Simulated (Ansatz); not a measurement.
Reactions of C2H8O3Si2, SMILES `C=C[Si](O)(O)O[SiH3]`.

Computed with Ansatz on PBE0-D4/def2-TZVP structures; ΔE is electronic, products minus reactants. CBS: MP2 limit from def2 TZ/QZ plus the TZ coupled-cluster correction, frozen cores. This one scheme is used for every species. Functionals use def2-TZVPP. For Ga, Ge, Sc outer-core shells are correlated without core-valence functions, which leaves a few kJ/mol of doubt a bond. Scalar relativity is left out up to krypton. Each species was taken in one conformer, which may not be the lowest.

| reaction | CCSD(T)/CBS(def2) (eV) |
| --- | --- |
| `C=C[Si](O)(O)O[SiH3]` + `C[O][Ga]([OH])[SH]` → `C[O][Ga]([SH])[O][SiH3]` + `C=C[Si](O)(O)O` | ? |
| `C=C[Si](O)(O)O[SiH3]` + `N=CO` → `O/C=N/[SiH3]` + `C=C[Si](O)(O)O` | 0.58 |
| `C=C[Si](O)(O)O[SiH3]` + `N[CH2][GeH3]` → `N[CH2][GeH2][SiH3]` + `C=C[Si](O)(O)O` | 0.86 |
| `C=C[Si](O)(O)O[SiH3]` + `[OH][Sc]([F])[F]` → `[F][Sc]([F])[O][SiH3]` + `C=C[Si](O)(O)O` | -0.09 |
| `C=C[Si](O)(O)O[SiH3]` + `S[SiH2]Cl` → `[SiH3]S[SiH2]Cl` + `C=C[Si](O)(O)O` | 0.41 |

(1) Fill in the missing values. (Estimate.)

Largest T1 diagnostic: 0.017, for `[OH][Sc]([F])[F]`.

Answers

(1) The calculation gave: `C=C[Si](O)(O)O[SiH3]` + `C[O][Ga]([OH])[SH]` → `C[O][Ga]([SH])[O][SiH3]` + `C=C[Si](O)(O)O`: +0.04 eV.
